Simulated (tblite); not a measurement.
A geometry optimisation, step by step.

Compound: C8H9B.
Atom-mapped SMILES: `[CH:1]#[C:2][B:3]1[CH2:4][CH2:5][C@H:6]([C:7]#[CH:8])[CH2:9]1` (hydrogens: H10 on C1; H11, H12 on C4; H13, H14 on C5; H15 on C6; H16 on C8; H17, H18 on C9)

Computed with GFN2-xTB (tblite), gas phase: L-BFGS steps from a force-field or distance-geometry start until the largest atomic force falls under 0.01 eV/Å. 6 of its 107 geometries are shown.

Step 0: E = -620.0922 eV, largest atomic force 2.034 eV/Å
```
atom  x, y, z in Å  |  force x, y, z in eV/Å
C1      3.861   -0.373   -0.351   -1.336   0.082   0.439
C2      2.693   -0.276   -0.027    0.663  -0.340   0.454
B3      1.235   -0.170    0.410    0.872   0.707  -1.696
C4      0.608    1.256    0.735    0.317  -0.517   1.021
C5     -0.875    1.093    0.425   -0.583   0.707  -0.027
C6     -0.993   -0.034   -0.619   -0.603  -0.068  -0.197
C7     -2.318   -0.657   -0.595    0.116   0.135  -0.120
C8     -3.403   -1.170   -0.567   -0.249  -0.119   0.023
C9      0.123   -1.044   -0.301    0.385  -0.432   0.234
H10     4.862   -0.450   -0.639    0.247   0.015  -0.154
H11     0.757    1.500    1.813   -0.018   0.333  -0.762
H12     1.067    2.023    0.099   -0.046  -0.091   0.374
H13    -1.299    2.046    0.031    0.056  -0.638   0.314
H14    -1.417    0.824    1.347    0.073   0.043  -0.389
H15    -0.820    0.401   -1.629   -0.073  -0.263   0.440
H16    -4.369   -1.625   -0.541    0.630   0.283  -0.008
H17    -0.221   -1.818    0.415   -0.061   0.193  -0.628
H18     0.501   -1.520   -1.232   -0.390  -0.030   0.682
```

Step 21: E = -620.4141 eV, largest atomic force 0.208 eV/Å
```
atom  x, y, z in Å  |  force x, y, z in eV/Å
C1      3.923   -0.415   -0.284    0.021  -0.004  -0.011
C2      2.758   -0.302    0.003   -0.074   0.053  -0.064
B3      1.289   -0.067    0.160   -0.027  -0.023   0.034
C4      0.610    1.258    0.691   -0.017   0.018   0.078
C5     -0.900    1.074    0.449    0.020   0.041  -0.064
C6     -1.024   -0.015   -0.636    0.034   0.007  -0.019
C7     -2.324   -0.647   -0.627   -0.175  -0.083   0.038
C8     -3.399   -1.173   -0.567    0.186   0.091  -0.015
C9      0.129   -1.003   -0.350   -0.050  -0.048  -0.030
H10     4.936   -0.511   -0.543    0.115  -0.044   0.048
H11     0.809    1.461    1.746    0.047   0.066  -0.064
H12     0.990    2.121    0.138   -0.037   0.017   0.035
H13    -1.380    2.002    0.125   -0.020  -0.117   0.128
H14    -1.391    0.723    1.364    0.055   0.075  -0.129
H15    -0.859    0.433   -1.626   -0.004   0.001   0.070
H16    -4.342   -1.629   -0.534   -0.050  -0.036  -0.007
H17    -0.172   -1.660    0.475   -0.005  -0.013  -0.075
H18     0.337   -1.643   -1.208   -0.018  -0.001   0.047
```

Step 42: E = -620.4456 eV, largest atomic force 0.119 eV/Å
```
atom  x, y, z in Å  |  force x, y, z in eV/Å
C1      3.947   -0.475   -0.174    0.030  -0.025   0.013
C2      2.763   -0.280   -0.064   -0.021   0.014   0.015
B3      1.293   -0.017    0.047   -0.033  -0.022   0.055
C4      0.618    1.307    0.594    0.031   0.016  -0.032
C5     -0.896    1.052    0.521    0.021  -0.090  -0.017
C6     -1.060    0.001   -0.593   -0.088  -0.018  -0.017
C7     -2.354   -0.652   -0.583    0.108   0.047   0.004
C8     -3.415   -1.207   -0.566   -0.091  -0.040  -0.024
C9      0.125   -0.974   -0.413   -0.063   0.063  -0.034
H10     4.980   -0.655   -0.265    0.013   0.003  -0.005
H11     0.937    1.584    1.598   -0.010   0.060   0.050
H12     0.880    2.153   -0.046    0.045   0.027  -0.027
H13    -1.474    1.952    0.305    0.032   0.002   0.008
H14    -1.254    0.647    1.469   -0.006  -0.067  -0.009
H15    -0.928    0.506   -1.559   -0.085  -0.020  -0.007
H16    -4.352   -1.684   -0.577    0.105   0.045   0.034
H17    -0.106   -1.679    0.393   -0.010   0.025  -0.025
H18     0.288   -1.571   -1.311    0.024  -0.020   0.015
```

Step 64: E = -620.4607 eV, largest atomic force 0.033 eV/Å
```
atom  x, y, z in Å  |  force x, y, z in eV/Å
C1      3.942   -0.530   -0.075    0.000  -0.007   0.009
C2      2.760   -0.303   -0.013   -0.033   0.003   0.004
B3      1.292   -0.003    0.033   -0.008  -0.003  -0.013
C4      0.621    1.336    0.543   -0.003   0.004   0.014
C5     -0.884    1.027    0.548    0.000   0.014   0.004
C6     -1.079    0.031   -0.607    0.010   0.007   0.007
C7     -2.356   -0.644   -0.571    0.004  -0.018   0.020
C8     -3.402   -1.226   -0.530    0.000   0.005  -0.007
C9      0.122   -0.932   -0.483    0.012  -0.001  -0.018
H10     4.973   -0.731   -0.126    0.023  -0.006   0.002
H11     0.965    1.716    1.505    0.000  -0.009   0.010
H12     0.831    2.128   -0.183   -0.013   0.000   0.004
H13    -1.506    1.916    0.435    0.006   0.004  -0.021
H14    -1.158    0.540    1.487    0.002   0.007  -0.004
H15    -1.001    0.573   -1.558    0.003  -0.005   0.003
H16    -4.324   -1.725   -0.510   -0.011  -0.008   0.016
H17    -0.105   -1.680    0.286    0.006   0.016  -0.026
H18     0.299   -1.487   -1.405    0.000  -0.003  -0.004
```

Step 85: E = -620.4660 eV, largest atomic force 0.018 eV/Å
```
atom  x, y, z in Å  |  force x, y, z in eV/Å
C1      3.933   -0.577    0.009    0.001   0.000   0.000
C2      2.757   -0.308    0.005   -0.007  -0.004   0.001
B3      1.295    0.019   -0.006    0.000   0.006   0.002
C4      0.617    1.344    0.530    0.013   0.003  -0.002
C5     -0.887    1.033    0.527    0.007   0.002  -0.005
C6     -1.089    0.044   -0.634    0.001  -0.016  -0.004
C7     -2.349   -0.663   -0.541    0.004   0.009  -0.004
C8     -3.385   -1.254   -0.432   -0.002  -0.001  -0.006
C9      0.138   -0.893   -0.574   -0.009  -0.008  -0.004
H10     4.959   -0.810    0.012   -0.012   0.005   0.002
H11     0.956    1.704    1.502    0.002  -0.005  -0.005
H12     0.824    2.153   -0.179    0.002   0.001   0.007
H13    -1.507    1.922    0.413   -0.009   0.009   0.004
H14    -1.166    0.542    1.462    0.006   0.006   0.010
H15    -1.066    0.596   -1.582   -0.006  -0.009   0.007
H16    -4.297   -1.765   -0.353    0.018  -0.002   0.002
H17    -0.062   -1.695    0.145   -0.010   0.004  -0.002
H18     0.321   -1.385   -1.529    0.000   0.001  -0.003
```

Step 106: E = -620.4665 eV, largest atomic force 0.009 eV/Å
```
atom  x, y, z in Å  |  force x, y, z in eV/Å
C1      3.928   -0.583    0.025    0.005   0.000  -0.002
C2      2.752   -0.316    0.005   -0.003   0.000   0.002
B3      1.291    0.019   -0.017    0.001  -0.003  -0.001
C4      0.622    1.346    0.524    0.000   0.001   0.000
C5     -0.883    1.039    0.526   -0.002   0.001  -0.001
C6     -1.095    0.052   -0.635    0.001   0.000   0.000
C7     -2.351   -0.660   -0.535   -0.006  -0.007   0.000
C8     -3.376   -1.268   -0.424    0.007   0.006  -0.001
C9      0.131   -0.887   -0.587    0.001  -0.001   0.002
H10     4.953   -0.816    0.042    0.002  -0.002   0.000
H11     0.968    1.699    1.496   -0.003  -0.001   0.003
H12     0.829    2.157   -0.181    0.002   0.000  -0.004
H13    -1.502    1.931    0.417   -0.002   0.000   0.000
H14    -1.157    0.549    1.463    0.000   0.001  -0.002
H15    -1.081    0.605   -1.582    0.000   0.003   0.002
H16    -4.280   -1.793   -0.339    0.000  -0.002   0.001
H17    -0.068   -1.695    0.125    0.000   0.000  -0.002
H18     0.311   -1.371   -1.548   -0.003   0.003   0.003
```

**Question.** Summarise the path.

**Answer.** The energy falls by 8.63 kcal/mol from step 0 to step 106; nine tenths of that is first reached at step 32. It rises by more than 0.2 meV at step 5. The largest force goes from 2.034 to 0.009 eV/Å. Among the bonds C2–B3 changes most, from 1.526 to 1.498 Å; the atoms move by 0.366 Å rms after alignment.

**Question.** Follow the three bonds and two angles with the largest change from start to end.

**Answer.** 
| step | E above end (kcal/mol) | largest force (eV/Å) | C2–B3 (Å) | C4–H11 (Å) | C5–H13 (Å) | C2–B3–C4 (°) | B3–C4–H11 (°) |
| --- | --- | --- | --- | --- | --- | --- | --- |
| 0 | 8.63 | 2.034 | 1.526 | 1.115 | 1.115 | 119.8 | 109.9 |
| 5 | 3.17 | 1.753 | 1.495 | 1.094 | 1.096 | 124.3 | 117.4 |
| 9 | 2.27 | 0.345 | 1.500 | 1.090 | 1.088 | 124.6 | 116.9 |
| 14 | 1.80 | 0.167 | 1.497 | 1.092 | 1.093 | 125.2 | 115.7 |
| 18 | 1.43 | 0.162 | 1.500 | 1.091 | 1.088 | 125.8 | 114.0 |
| 23 | 1.05 | 0.127 | 1.494 | 1.090 | 1.092 | 126.2 | 113.4 |
| 28 | 0.92 | 0.085 | 1.500 | 1.093 | 1.091 | 125.9 | 113.7 |
| 32 | 0.86 | 0.077 | 1.498 | 1.091 | 1.091 | 126.1 | 113.8 |
| 37 | 0.73 | 0.159 | 1.500 | 1.093 | 1.089 | 125.7 | 113.8 |
| 41 | 0.53 | 0.119 | 1.497 | 1.090 | 1.092 | 125.9 | 114.2 |
| 46 | 0.34 | 0.092 | 1.499 | 1.092 | 1.092 | 126.1 | 114.5 |
| 51 | 0.24 | 0.050 | 1.498 | 1.091 | 1.090 | 126.3 | 115.9 |
| 55 | 0.21 | 0.056 | 1.499 | 1.091 | 1.092 | 126.4 | 116.2 |
| 60 | 0.16 | 0.064 | 1.498 | 1.090 | 1.090 | 126.4 | 116.6 |
| 65 | 0.13 | 0.033 | 1.498 | 1.090 | 1.091 | 126.4 | 116.5 |
| 69 | 0.12 | 0.031 | 1.498 | 1.090 | 1.091 | 126.5 | 116.5 |
| 74 | 0.08 | 0.067 | 1.498 | 1.090 | 1.091 | 126.9 | 116.5 |
| 78 | 0.04 | 0.054 | 1.499 | 1.090 | 1.090 | 126.7 | 116.8 |
| 83 | 0.01 | 0.018 | 1.499 | 1.091 | 1.091 | 126.8 | 116.5 |
| 88 | 0.01 | 0.016 | 1.499 | 1.090 | 1.091 | 126.7 | 116.4 |
| 92 | 0.01 | 0.013 | 1.498 | 1.090 | 1.091 | 126.7 | 116.3 |
| 97 | 0.00 | 0.016 | 1.498 | 1.090 | 1.091 | 126.6 | 116.1 |
| 101 | 0.00 | 0.022 | 1.498 | 1.091 | 1.091 | 126.6 | 116.2 |
| 106 | 0.00 | 0.009 | 1.498 | 1.090 | 1.091 | 126.5 | 116.2 |

What follows is the cost of the whole relaxation. Time: 0.57 s. Hardware: one thread of an AMD EPYC 9R45 (shared host).
